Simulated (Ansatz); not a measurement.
`[SiH3]C[SiH2][SbH2]` + HCl → `Cl[SiH2][SbH2]` + `C[SiH3]` at 298.15 K and 1 bar (ligand exchange at the Si–C bond).

Computed with Ansatz on PBE0-D4/def2-TZVP structures; ΔE is electronic, products minus reactants. CCSD(T)/CBS is the MP2 limit (def2-TZVPP, def2-QZVPP) plus CCSD(T) − MP2 in def2-TZVPP, frozen cores. This one scheme is used for every species. def2 core potentials past Kr. For Sb outer-core shells are correlated without core-valence functions, which leaves a few kJ/mol of doubt a bond. Each species was taken in one conformer, which may not be the lowest.

| species | CCSD(T)/CBS energy (Eh) | H − E (kJ/mol) | S (J/(mol·K)) |
| --- | --- | --- | --- |
| `[SiH3]C[SiH2][SbH2]` | -861.63950 | 242.8 | 395.4 |
| HCl | -460.38127 | 26.6 | 186.8 |
| `Cl[SiH2][SbH2]` | -991.31414 | 103.0 | 338.8 |
| `C[SiH3]` | -330.73916 | 173.3 | 255.5 |

H − E and S are ideal-gas, rigid-rotor, harmonic terms from PBE0-D4/def2-TZVP, for one conformer and one mirror image of each species. 1 Eh = 2625.50 kJ/mol, R = 8.31446 J/(mol·K).

By hand: ΔE, ΔH, ΔS and ΔG.

ΔE = (-991.31414) + (-330.73916) − (-861.63950) − (-460.38127) = -0.03253 Eh = -85.4 kJ/mol. Δ(H − E) = 103.0 + 173.3 − 242.8 − 26.6 = 6.9, so ΔH = -78.5 kJ/mol. ΔS = 338.8 + 255.5 − 395.4 − 186.8 = 12.1 J/(mol·K). ΔG = -78.5 − 298.15 × (12.1)/1000 = -82.1 kJ/mol.

By hand: the equilibrium constant, and the temperature at which ΔG would vanish if ΔH and ΔS stayed fixed.

log₁₀ K = −ΔG/(RT ln 10) = 14.4. ΔH and −TΔS have one sign here, so there is no such temperature.

The number of gas molecules stays the same, so ΔS is small and ΔH decides. A doubt of 5 kJ/mol in ΔE shifts log₁₀ K by 0.9 here. Other conformers and mirror images would add mixing entropy, several J/(mol·K) or more a flexible species. Modes under 60 cm⁻¹, often nearly free rotors, make the harmonic entropy too high. These are equilibria of isolated gas molecules and say nothing of rates. Largest T1 diagnostic: 0.013 (customary marks: 0.02 for closed shells, 0.045 for open ones).

ΔS is within the doubt of such terms, so its sign, and with it that verdict, could turn.
